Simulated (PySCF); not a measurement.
# Excitation energy of Hf by level of theory

Hf [Xe] 4f14 5d2 6s2 (3F) → Hf [Xe] 4f14 5d3 6s1 (5F), as a difference of total energies. Calculation: PySCF 2.14, in x2c-TZVPPall (11s7p7d3f1g, 97 functions); scalar relativity by spin-free X2C-1e. Correlated levels: valence and next inner shell: [Kr] 4d10 4f14 frozen. The calculations carry no spin-orbit coupling.

| method | excitation energy (cm⁻¹) |
| --- | --- |
| UHF | 7695.4 |
| MP2 (valence and next inner shell) | 12921 |
| SCS-MP2 (valence and next inner shell) | 16229 |
| CCSD (valence and next inner shell) | 13438 |
| CCSD(T) (valence and next inner shell) | 14189 |

A first-order spin-orbit estimate (lowest level to lowest level, LS coupling) adds 0.060 eV.
